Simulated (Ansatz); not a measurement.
System: COW, charge 0, multiplicity 5. The spin state was set by rule; other spins were not relaxed. SMILES: [W]<-[C-]#[O+]
Geometry: optimised at B3LYP-D3(BJ)/def2-TZVP (Ansatz, a quantum-chemistry and plane-wave program).

Quantity: atomisation energy (electronic, to ground-state atoms), in eV. Correlated levels leave the core frozen unless marked. Open shells are spin-unrestricted. Spin-orbit coupling is left out. Frozen are the shells of the preceding noble gas and the d and f shells that filled before the atom's block. In def2 rows, elements after Kr have scalar-relativistic effective core potentials. The coupled-cluster limit lacks core correlation, which all-electron functionals hold. CBS marks a two-point X^-3 extrapolation of the correlation energy; Hartree-Fock from the larger set. [CCSD(T)-MP2]/basis is that difference in the basis named.

```csv
level,program,atomisation energy (eV)
BLYP-D3(BJ)/def2-TZVPD,Ansatz + dftd3,13.01
revPBE-D4/def2-TZVPD,Ansatz + dftd4,13.25
r2SCAN/def2-TZVPD,Ansatz,12.90
B3LYP-D3(BJ)/def2-TZVPD,Ansatz + dftd3,12.47
r2SCANh-D4/def2-TZVPD,Ansatz + dftd4,12.59
r2SCAN0/def2-TZVPD,Ansatz,12.12
HSE06-D3(BJ)/def2-TZVPD,Ansatz + dftd3,12.85
CAM-B3LYP-D3(BJ)/def2-TZVPD,Ansatz + dftd3,12.26
LC-wPBE/def2-TZVPD,Ansatz,12.55
B2GP-PLYP-D4/def2-TZVPD,Ansatz + dftd4,12.16
PBE-QIDH/def2-TZVPD,Ansatz,12.35
RI-MP2/def2-TZVPPD,Ansatz,12.26
RI-MP2/def2-QZVPPD,Ansatz,12.45
CCSD(T)/def2-SVPD,Ansatz,11.54
"RI-MP2/CBS(def2-TZVPPD,def2-QZVPPD)+[CCSD(T)-MP2]/def2-TZVPPD",Ansatz,12.22
```

The UHF reference is spin-contaminated (<S^2> 0.60 over the pure value in the largest basis). The T1 diagnostic of CCSD in the largest basis is 0.059, which is high, so the coupled-cluster rows are less sure than usual.
